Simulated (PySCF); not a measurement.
1-fluorosilolane (C4H9FSi), SMILES C1CCC[SiH]1F.

Geometry: PBE-D3(BJ)/def2-SVP. One conformer was computed; it need not be the lowest.

Computed with PBE-D3(BJ)/def2-SVP in PySCF.

Frequencies are harmonic and unscaled.

Task: Estimate the vibrational spectrum. (The exact figures need the calculation; the answer reports its results.)

Result: 
```
mode  ν (cm⁻¹)  IR (km/mol)  moving atoms (share of kinetic energy)
----  --------  -----------  --------------------------------------
1           76          1.2                  C 37 %, H 30 %, F 29 %
2          206          3.5         F 37 %, C 25 %, H 25 %, Si 12 %
3          255          3.7         H 32 %, F 29 %, C 21 %, Si 18 %
4          276          1.3                          H 57 %, C 34 %
5          414          9.4                 C 39 %, Si 35 %, H 23 %
6          480          6.8                          H 46 %, C 46 %
7          587          6.4                 H 57 %, C 30 %, Si 10 %
8          649          3.0                 H 44 %, C 43 %, Si 11 %
9          676         47.7                 H 43 %, C 36 %, Si 17 %
10         715         10.3                          H 57 %, C 37 %
11         768         80.3                 H 68 %, C 17 %, Si 13 %
12         812         10.0                 H 52 %, F 33 %, Si 10 %
13         850          2.7                          C 63 %, H 36 %
14         862         48.0                  H 47 %, C 41 %, Si 9 %
15         885        126.8         H 41 %, Si 29 %, F 17 %, C 13 %
16         901          8.2                          H 78 %, C 19 %
17         937          2.3                          H 57 %, C 42 %
18        1013         19.1                                  H 92 %
19        1022          0.1                          H 63 %, C 37 %
20        1063         54.1                          H 50 %, C 48 %
21        1131          3.7                          C 50 %, H 50 %
22        1168          0.2                          H 64 %, C 36 %
23        1228          3.3                          H 71 %, C 29 %
24        1229          0.7                          H 84 %, C 16 %
25        1280          2.3                          H 69 %, C 31 %
26        1299          2.6                          H 73 %, C 27 %
27        1364          5.5                           H 92 %, C 8 %
28        1369         12.2                           H 92 %, C 8 %
29        1413          6.1                                  H 93 %
30        1423          0.7                           H 91 %, C 9 %
31        2169        161.6                                  H 97 %
32        2962         21.3                                  H 94 %
33        2966         28.4                                  H 94 %
34        2977         10.4                                  H 94 %
35        2983          7.4                                  H 94 %
36        3019         26.1                           H 91 %, C 9 %
37        3025         28.4                          H 90 %, C 10 %
38        3056          6.6                           H 91 %, C 9 %
39        3057          7.4                           H 91 %, C 9 %
```
